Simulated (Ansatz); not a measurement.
A nudged elastic band was laid between two geometries of BrH + Cl5FMo (9 atoms, charge 0, multiplicity 1).

Computed with RKS PBE/def2-SVP (Ansatz 0.2.0).

* movable images: 6
* climbing image: no
* spring: 5.0 eV/Å²
* optimiser: quadratic models (default)
* start path: through a guess of the saddle point
* force threshold: 0.05 eV/Å
* iteration limit: 57
* end points: relaxed

Initial state:

```xyz
9
Properties=species:S:1:pos:R:3
Mo -0.121 -0.199 -0.191
Cl -0.028 -0.091 2.161
Cl 2.173 -0.222 -0.285
Cl -0.140 2.106 -0.265
F -1.982 -0.176 -0.038
Cl -0.206 -2.505 -0.050
Cl -0.307 -0.309 -2.485
Br 2.458 2.734 2.116
H 1.562 1.651 2.463
```

Final state:

```xyz
9
Properties=species:S:1:pos:R:3
Mo 0.296 0.138 -0.461
Cl 0.987 1.381 3.750
Cl 2.075 -1.294 -0.083
Cl -1.538 1.530 -0.698
F -0.269 -0.195 1.326
Cl -1.011 -1.667 -1.103
Cl 0.937 0.481 -2.640
Br 1.629 2.027 0.366
H 0.303 0.586 2.970
```

(1) Which bonds break or form, and what moves?

(2) Give the energies along the band, and the barrier.

The band took 57 iterations and about 80 core-minutes.

Results:

(1) Bonds broken: Mo1–Cl2, Br8–H9. Bonds formed: Mo1–Br8, Cl2–H9. BrH + Cl5FMo becomes BrCl4FMo + ClH.

(2) The run ended unconverged. The highest image is number 2 of 0 to 7, 98.1 kJ/mol above the first end and 99.4 kJ/mol above the last; the last end lies 1.4 kJ/mol below the first. The band didn't meet its force threshold, so its energies are provisional: the largest band force was still 0.12 eV/Å, and over the last iterations the top stayed at 1.02 eV. Neighbouring images lie up to 2.7 Å apart, so the band is torn or far too coarse. The orbitals stay closed-shell, which can raise the energy where a bond breaks towards radicals; this wasn't checked here.

| image | path coordinate (Å) | energy (kJ/mol) | Mo1–Cl2 (Å) | Br8–H9 (Å) | Mo1–Br8 (Å) |
| --- | --- | --- | --- | --- | --- |
| 0 | 0.00 | 0.0 | 2.36 | 1.45 | 4.54 |
| 1 | 2.67 | 90.2 | 4.32 | 2.32 | 4.21 |
| 2 | 5.35 | 98.1 | 5.32 | 2.40 | 4.19 |
| 3 | 8.03 | 40.4 | 5.01 | 2.76 | 2.52 |
| 4 | 10.72 | 10.6 | 5.31 | 3.09 | 2.48 |
| 5 | 13.40 | 32.3 | 4.45 | 3.29 | 2.48 |
| 6 | 16.09 | 32.8 | 4.66 | 4.34 | 2.48 |
| 7 | 18.78 | -1.4 | 4.44 | 3.26 | 2.46 |

Run time: 22 min on 4 threads of Arm Neoverse V2, on a shared host, peak memory 0.38 GiB.
